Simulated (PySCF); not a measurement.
## Correlation energy of As (arsenic, neutral)

[Ar] 3d10 4s2 4p3, high-spin 4S determinant. Computed with PySCF 2.14 in Sapporo-DKH3-DZP-2012, with scalar relativity by spin-free X2C-1e. Frozen: [Ar] 3d10; 5 electrons correlated.

MP2 pair energies summed by pair of shells (mhartree):

| pair | energy | share (%) |
| --- | --- | --- |
| 4s-4p | -36.40 | 64.1 |
| 4p-4p | -13.19 | 23.2 |
| 4s-4s | -7.20 | 12.7 |

Total MP2 correlation energy: -56.78 mhartree.

Same-spin part -15.81 and opposite-spin part -40.97 mhartree; SCS-MP2 scales them by 1/3 and 6/5 to -54.44 mhartree.

```json
{"level": "CCSD", "correlation energy (mhartree)": "-71.40"}
{"level": "(T)", "correlation energy (mhartree)": "-0.95"}
{"level": "CCSD(T)", "correlation energy (mhartree)": "-72.35"}
```

Diagnostics: T1 = 0.0022, D1 = 0.0063, largest double amplitude 0.057.

Cost of the coupled-cluster step: 0.51 s of wall time on 1 thread of Neoverse-N1 (shared host), for 5 correlated electrons.

Iterations:

```
CC2 = 0
CCSD nocc = (np.int64(4), np.int64(1)), nmo = (29, 29)
frozen orbitals [[0, 1, 2, 3, 4, 5, 6, 7, 8, 9, 10, 11, 12, 13], [0, 1, 2, 3, 4, 5, 6, 7, 8, 9, 10, 11, 12, 13]]
max_cycle = 100
direct = 0
conv_tol = 1e-08
conv_tol_normt = 1e-06
diis_space = 8
diis_start_cycle = 0
Init t2, MP2 energy = -0.0567849176277125
Init E_corr(UCCSD) = -0.0567849176362211
cycle = 1  E_corr(UCCSD) = -0.0681218437888477  dE = -0.0113369262  norm(t1,t2) = 0.0403553
cycle = 2  E_corr(UCCSD) = -0.0705427802854524  dE = -0.0024209365  norm(t1,t2) = 0.010951
cycle = 3  E_corr(UCCSD) = -0.071411792678795  dE = -0.000869012393  norm(t1,t2) = 0.00363239
cycle = 4  E_corr(UCCSD) = -0.0713972487013369  dE = 1.45439775e-05  norm(t1,t2) = 0.000370454
cycle = 5  E_corr(UCCSD) = -0.0713977364287518  dE = -4.87727415e-07  norm(t1,t2) = 2.85669e-05
cycle = 6  E_corr(UCCSD) = -0.0713974568064192  dE = 2.79622333e-07  norm(t1,t2) = 2.79089e-06
cycle = 7  E_corr(UCCSD) = -0.0713975704855511  dE = -1.13679132e-07  norm(t1,t2) = 3.99804e-07
cycle = 8  E_corr(UCCSD) = -0.0713975583195992  dE = 1.2165952e-08  norm(t1,t2) = 1.14884e-07
cycle = 9  E_corr(UCCSD) = -0.0713975547999054  dE = 3.51969373e-09  norm(t1,t2) = 6.48667e-08
UCCSD converged
E(UCCSD) = -2259.036238885196  E_corr = -0.07139755479990545
UCCSD(T) correction = -0.000952173153917048
```
